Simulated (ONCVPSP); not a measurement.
## What one change does to a pseudopotential (Bi (Z = 83), ONCV)

```json
{"Element": "bismuth", "Generator": "ONCVPSP 4.0.1", "Type": "optimised norm-conserving Vanderbilt (ONCV)", "Functional": "PBE", "Relativity": "non-relativistic", "Frozen core": "[Xe]", "Valence charge": "29", "Reference configuration": "4f14 5d10 6s2 6p1.5 (charge +1.5)", "Partial waves": "6s: rc 1.85 bohr, ncon 5, nbas 8, qcut 3.2 1/bohr, 2 projectors, debl 3.3 Ha; 6p: rc 2.35 bohr, ncon 4, nbas 7, qcut 3.2 1/bohr, 2 projectors, debl 1 Ha; 5d: rc 1.20 bohr, ncon 4, nbas 7, qcut 7.8 1/bohr, 2 projectors, debl 2.4 Ha; 4f: rc 0.70 bohr, ncon 3, nbas 8, qcut 21 1/bohr, 2 projectors, debl 1.6 Ha", "Local potential": "polynomial inside 0.50 bohr (lpopt 3, dvloc0 0 Ha)", "Core correction": "Teter function, fcfact 2.75, rcfact 1.6"}
```

In the f channel the program set the typed energies aside and used -6.829, 0.250 Ha.

Change: s: qcut 2.1.

Cutoffs: the cutoffs (Ha) at which the residual kinetic energy of the hardest occupied pseudo-wave falls to 1 and 0.1 mHa per electron; they do not see the model core or the augmentation charge, which bear on the density cutoff. Errors are all-electron minus pseudo energies relative to the spin-unpolarised reference configuration.

Question: Predict the effect on cutoff, ghosts and configuration errors.

Answer: The potential gets neither clearly harder nor softer (222 Ha and 771 Ha → 222 Ha and 771 Ha); both files keep a bound ghost (p, s); the errors of the 4 common tests hardly move.

```tsv
quantity	base	changed
cutoff, loose	222 Ha	222 Ha
cutoff, tight	771 Ha	771 Ha
loose cutoff by channel	s 45 Ha, p 5.8 Ha, d 26 Ha, f 222 Ha	s 44 Ha, p 5.8 Ha, d 26 Ha, f 222 Ha
bound ghosts	s, p	s, p
GHOST(+) flags under 300 eV	d at 201.7 eV, s at 288.9 eV	s at 158.9 eV, d at 201.7 eV
error for 4f14 5d10 6s2 6p3, meV [ΔE -14.68 eV]	-0.5	-0.7
error for 4f14 5d10 6s2 6p2, meV [ΔE -6.65 eV]	0.0	0.0
error for 4f14 5d10 6s2 6p1, meV [ΔE 8.54 eV]	+0.1	0.0
error for 4f14 5d10 6s1 6p3, meV [ΔE 0.56 eV]	-3.8	-4.0
s: phases at 1.88 bohr within 0.05 rad from the reference energy up to (Ha; the scan ends near 5)	to the end of the scan	4.8
p: phases at 2.39 bohr within 0.05 rad from the reference energy up to (Ha; the scan ends near 5)	n/a	n/a
d: phases at 1.22 bohr within 0.05 rad from the reference energy up to (Ha; the scan ends near 5)	to the end of the scan	to the end of the scan
f: phases at 0.71 bohr within 0.05 rad from the reference energy up to (Ha; the scan ends near 5)	to the end of the scan	to the end of the scan
rms error of d²Exc/dni dnj with the model core, mHa	6.60	6.60
```

 A true bound ghost makes a file unfit for plane-wave use even where its test errors are small: the radial tests pick states by their node count and pass the ghost by.
